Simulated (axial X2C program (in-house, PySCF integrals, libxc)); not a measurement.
**Working with the constants of SnBr**

A bond curve at the CCSD(T) level, with spin–orbit coupling, was computed with an axial X2C code built on PySCF integrals (basis Sn dyall-cv3z [11s12p9d4f1g], Br dyall-cv3z [8s9p6d4f1g] (cores contracted in-house)) for the state Ω = 1/2 (⟨Sz⟩ = -0.50, ⟨Lz⟩ = 1.00 at HF). Its fit gives Re = 2.5196 Å, ωe = 243.2 cm⁻¹, ωexe = 0.561 cm⁻¹ and αe = 1.881e-04 cm⁻¹; the masses are 119.9022 and 78.9183 u. Two-component means X2C with spin–orbit coupling and atomic mean-field Coulomb and Gaunt terms.

Correlated methods: 21 electrons correlated (number of frozen shells: Sn 4 s, 3 p, 1 d; Br 3 s, 2 p, 1 d), 273 virtual spin orbitals or spinors in MP2, 110 natural virtuals in coupled cluster.

Problem. Find the reduced mass, Be and the force constant.

Solution. From the CCSD(T) values: μ = 47.5931 u. Be = 16.8576/(μ Re²) = 0.05579 cm⁻¹. k = 5.8918×10⁻⁷ μ ωe² = 1.66 mdyn/Å.

Problem. Where do the fundamental and the first overtone lie?

Solution. ν(1←0) = ωe − 2ωexe = 242.1 cm⁻¹; ν(2←0) = 2ωe − 6ωexe = 483.0 cm⁻¹.

Problem. Estimate the centrifugal constant by the Kratzer relation.

Solution. D = 4Be³/ωe² = 1.17e-08 cm⁻¹.

Problem. A Morse curve ties αe to the other constants (Pekeris). How well does that hold?

Solution. αe(Morse) = 6Be²/ωe × (√(ωexe/Be) − 1) = 1.667e-04 cm⁻¹; the CCSD(T) curve gives 1.881e-04 cm⁻¹, a ratio of 0.89.

One determinant describes the state; a PBE0 search over occupations chose it and may have missed a lower one. CCSD and (T) use frozen natural virtuals with an MP2 correction for the truncation; (T) itself is uncorrected, so its De runs slightly low.
